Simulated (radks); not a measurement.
Question: The table gives one normalised radial function P(r) = r R(r) of Mn4+ in [Ar] 3d2.75 4f0.25 (r in bohr). All-electron calculation, scalar-relativistic Kohn-Sham, PBE, spin-polarised, spherical densities, point nucleus; open shells are filled with parallel spins first. Program: a radial shooting solver on a logarithmic mesh with Libxc functionals.

| r | P |
|---|---|
| 0.006078 | 0.1549 |
| 0.007978 | 0.1925 |
| 0.01056 | 0.2365 |
| 0.01385 | 0.2822 |
| 0.01833 | 0.3273 |
| 0.02406 | 0.3606 |
| 0.03158 | 0.3706 |
| 0.04179 | 0.3382 |
| 0.05485 | 0.2455 |
| 0.07258 | 0.0728 |
| 0.09526 | -0.1637 |
| 0.126 | -0.4320 |
| 0.1654 | -0.6239 |
| 0.2189 | -0.6211 |
| 0.2873 | -0.3306 |
| 0.3771 | 0.2137 |
| 0.499 | 0.8309 |
| 0.655 | 1.1971 |
| 0.8667 | 1.1501 |
| 1.138 | 0.7895 |
| 1.505 | 0.3745 |
| 1.976 | 0.1213 |
| 2.614 | 0.0224 |
| 3.431 | 0.0022 |
| 4.504 | 0.0001 |
| 5.959 | 0.0000 |
| 7.822 | 0.0000 |
| 10.35 | 0.0000 |

Which n and l does it have? It may be an empty orbital.

Answer: n = 3, l = 0: the number of nodes gives n - l - 1 = 2, the rise at small r (about r^(l+1)) gives l, and the extent must fit the shell. The curve is that of 3s down; the table hardly tells the two spins apart. 3s down: eigenvalue -143.78 eV, 2 radial nodes at r = 0.0795, 0.342 bohr, <r> = 0.832 bohr, 90 % of the charge inside 1.24 bohr.
